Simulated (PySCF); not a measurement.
SbF5, optimised at PBE0/def2-TZVP:

```xyz
6

Sb    -0.0180     0.0097    -0.0003
F      0.3417     0.7993    -1.6330
F     -1.2302    -1.1353    -0.8213
F      1.1942     1.1548     0.8203
F     -1.3709     0.6743     1.0704
F      0.9748    -1.4451     0.5623
```

Method: PySCF energies plus ideal-gas RRHO corrections (1 bar). All species are closed-shell singlets. Sb: scalar-relativistic def2 core potential, no spin-orbit coupling.

**Question.** List the harmonic frequencies (cm⁻¹, unscaled) at this level and at the other levels, each on its own geometry.

**Answer.** 
- PBE0/def2-TZVP: 97, 98, 257, 258, 278, 278, 280, 631, 679, 723, 724, 724
- PBE/def2-SVP: 77, 79, 231, 232, 245, 246, 252, 601, 612, 674, 674, 675
